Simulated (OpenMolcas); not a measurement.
## 4s² 4p along the 31-electron sequence

```yaml
Program: OpenMolcas 26.06
Method: MS-CASPT2, IPEA 0.25 Eh, imaginary shift 0.1 Eh
Basis: ANO-R2
Scalar_Hamiltonian: X2C, finite nucleus
Spin-orbit_coupling: RASSI with atomic mean-field integrals over the reference wave functions, term energies averaged over their components
```

Active space for each ion: 3 electrons in 8 orbitals (4s 4p 5s 5p); closed shells correlated by CASPT2: 3d.

Computed levels in cm-1 above ²P°_1/2:

```
                                Level  Se3+  Br4+  Kr5+
                              ²P°_3/2  3810  5420  7360
weight of ²P° in the lowest level (%)   100   100   100
```

Measured, with the error of the calculation in %. Measured levels: Se3+, Br4+ from Moore, Atomic Energy Levels, vol. II, NSRDS-NBS 35 (1971 reprint of NBS Circular 467, 1952); Kr5+ from Saloman, J. Phys. Chem. Ref. Data 36, 215 (2007).

```tsv
Level	Se3+	Br4+	Kr5+
²P°_3/2	4376 (-12.9)	6090 (-10.9)	8110 (-9.3)
```

The fine-structure level ²P°_3/2 changes by a factor of 1.93 from Se3+ to Kr5+. Its fourth root runs 7.86, 8.58, 9.26, with steps per unit of Z of 0.72, 0.68; equal steps would mean a (Z - σ)^4 law with constant σ.

Over all roots computed the reference weight is 0.88 to 0.97 in Se3+, 0.89 to 0.97 in Br4+, 0.89 to 0.98 in Kr5+; the roots of lowest weight are the least certain, and an intruder state may touch them. Active for correlation alone: 5p 5s; no level in the range computed is led by a configuration that fills them, so any true level of that kind is missing. Measured partners are found by configuration, term and J. A level has none where our copy of the source lacks it or the pairing is in doubt (some pairs that miss far off the trend of their configuration count as doubtful), and it then counts in no deviation. Levels of configurations outside the active space are missing.

° marks odd parity.
